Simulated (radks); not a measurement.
Values are calculated unless marked as measured or tabulated.
Sn XIII, configuration [Kr] 4d2. Level of theory: scalar-relativistic Kohn-Sham, r2SCAN, spin-polarised, spherical densities, finite nucleus; open shells are filled with parallel spins first (spin-orbit coupling, left out, can overturn this in heavy ions); meta-GGA in the generalised Kohn-Sham scheme; Fermi nuclear charge, rms radius 4.6519 fm (a radial shooting solver on a logarithmic mesh with Libxc functionals).

Radial electron density D(r) = 4 pi r^2 rho(r):

```
   r/bohr * D(r) (the largest magnitude, 81.9, reaches the edge; | marks zero)
 0.003129 |      *
 0.004009 |         *
 0.005179 |              *
 0.006637 |                   *
 0.008573 |                          *
  0.01099 |                                 *
  0.01419 |                                       *
  0.01833 |                                          *
  0.02349 |                                          *
  0.03035 |                                       *
  0.03889 |                                     *
  0.05023 |                                       *
  0.06437 |                                               *
  0.08315 |                                                      *
   0.1066 |                                                    *
   0.1376 |                                         *
   0.1764 |                                    *
   0.2278 |                                          *
    0.292 |                                           *
   0.3771 |                             *
   0.4833 |               *
   0.6243 |           *
      0.8 |          *
    1.033 |     *
    1.324 | *
    1.711 *
    2.192 *
    2.832 *
```

D(r) has 4 maxima, at r = 0.0203, 0.0894, 0.265, 0.687 bohr, and minima at 0.0398, 0.172, 0.609 bohr, inside which lie 1.99, 11.07, 29.39 electrons.
